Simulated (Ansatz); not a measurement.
Other settings, tried on [WO3Cl]- (WClO₃⁻).

```yaml
crystal:
  periodic: [false, false, false]
  atoms:
    - {symbol: W, position_ang: [0.052847, 0.091149, 0.038051]}
    - {symbol: O, position_ang: [0.074333, 0.090861, 1.790707]}
    - {symbol: O, position_ang: [1.704839, 0.117912, -0.547192]}
    - {symbol: O, position_ang: [-0.766108, 1.538176, -0.516634]}
    - {symbol: Cl, position_ang: [-1.065911, -1.838098, -0.764931]}
basis:
  gaussian: {orbitals: def2-mTZVPP}
total_charge: -1
hamiltonian: {xc: {name: RPBE}, dispersion: d3bjatm}
scf: {omitted_lower_state_checks: [starts]}
```

```sh
$ ansatz run in.yaml --threads 4 --pin off --events-out ev --progress --plain --max-ram 3916MiB
```

Shortened log:

```
Functional definition: RPBE
  name "RPBE"
  cite "Hammer, Hansen & Nørskov, Phys. Rev. B 59, 7413 (1999) doi:10.1103/PhysRevB.59.7413"
  cite "Perdew, Burke & Ernzerhof, Phys. Rev. Lett. 77, 3865 (1996) doi:10.1103/PhysRevLett.77.3865"
  parameter kappa = 0.804
  parameter beta = 0.06672455060314922
  exchange = rpbe_x(kappa = kappa, mu = beta*pi^2/3)
  correlation = pbe_c(beta = beta)
these checks for a lower state are left out or cut short: starts
1057 factors; their error is unknown
mean field evaluation 1: about -20485.3443 eV, gradient 9.3e1 eV
mean field evaluation 2: about -20192.1268 eV, gradient 3.6e2 eV
mean field evaluation 4: about -20500.4213 eV, gradient 1.4e1 eV
mean field evaluation 8: about -20500.8881 eV, gradient 6.1e-1 eV
mean field evaluation 16: about -20500.8815 eV, gradient 3.6e-4 eV
mean field -20500.88154117 eV, -753.3935006415 hartree, gradient 6.9e-5 eV, S^2 0.000000; 0 other end points of the search recorded, 0 dependent functions left out
reference -20500.88157814 eV, -753.3935020000 hartree; 28, 28 occupied and 107, 107 virtual orbitals, 1057 factors
Total energy: -20502.10078532 eV, -753.4383070374 hartree
Checks for a lower state left out: starts
```

Run time 1.2 s (4 threads of Arm Neoverse V1 on a shared host).

In the def2 sets W takes a core potential; there is no spin–orbit coupling. The highest occupied level of an anion often lies above zero with these methods, and sets without diffuse functions describe the outer electron poorly.
